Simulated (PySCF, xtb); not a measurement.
FGeH₅SSi, SMILES F[SiH2][S][GeH3].

GFN2-xTB in xtb 6.7.1 at its own geometry gives an orbital gap of 4.52 eV and a dipole moment of 1.82 D.

Geometry: ωB97X-D3(BJ)/def2-SVP. This is a generated structure with no PubChem entry under its InChIKey; it may be hypothetical. The values are those of a single conformer.

### Question
What does M06-2X/def2-TZVP run with PySCF give? (Estimate from the structure and the level; the computed values follow.)

### Answer
gap 9.29 eV (levels -8.82 and 0.47 eV), dipole 1.11 D.
